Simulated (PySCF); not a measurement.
## What PySCF settings do for CaSe

Base input, run as `OMP_NUM_THREADS=1 python input.py` with PySCF 2.14:

```python
from pyscf import gto, dft
from pyscf.geomopt.geometric_solver import optimize

mol = gto.M(
    atom='Ca 0 0 0; Se 0 0 2.893',
    basis='x2c-svpall',
    charge=0,
    spin=0,
    verbose=4,
)
mf = dft.RKS(mol, xc='wb97x')
mf = mf.sfx2c1e()
mf = mf.density_fit(auxbasis='def2-universal-jkfit')
mf.kernel()
g = mf.nuc_grad_method()
g.grid_response = True
mol_eq = optimize(g.as_scanner(), maxsteps=30)
print('optimised geometry (angstrom)')
print(mol_eq.tostring('raw'))
print('orbital energies (hartree):', mf.mo_energy[..., max(0, mol.nelec[1]-3):mol.nelec[0]+3].round(4))
```

Base result: E(SCF) = -3109.878697 Eh, 12 cycles, all at the start geometry; optimised bond 2.415 Å with E = -3109.914194 Eh after 6 steps. The last line lists the levels of the start geometry. Stability towards an unrestricted solution was not tested.

Hardware: Intel Xeon 6975P-C, 1 thread, shared host. Wall time 17 s, peak memory 0.33 GiB.

Each row names what differs from the base; energies in brackets are changes from the base.

| change | result | wall time (s) |
| --- | --- | --- |
| functional: wb97x → m06 | E(SCF) = -3109.797476 Eh, all at the start geometry; optimised bond 2.416 Å with E = -3109.829801 Eh after 6 steps | 20 |
| level shift (hartree): none → 0.5 | E(SCF) = -3109.878697 Eh (+0.0000 eV), 31 cycles, all at the start geometry; optimised bond 2.415 Å with E = -3109.914194 Eh after 6 steps | 24 |
| functional: wb97x → hse06 | E(SCF) = -3109.386514 Eh, 13 cycles, all at the start geometry; optimised bond 2.429 Å with E = -3109.417950 Eh after 6 steps | 22 |
| integration grid: default → 5 | E(SCF) = -3109.878704 Eh (-0.0002 eV), 12 cycles, all at the start geometry; optimised bond 2.415 Å with E = -3109.914190 Eh after 6 steps | 28 |
| basis set: x2c-svpall → def2-svp; spin-free X2C: on → off | E(SCF) = -3078.769627 Eh, 12 cycles, all at the start geometry; optimised bond 2.419 Å with E = -3078.805374 Eh after 6 steps | 13 |
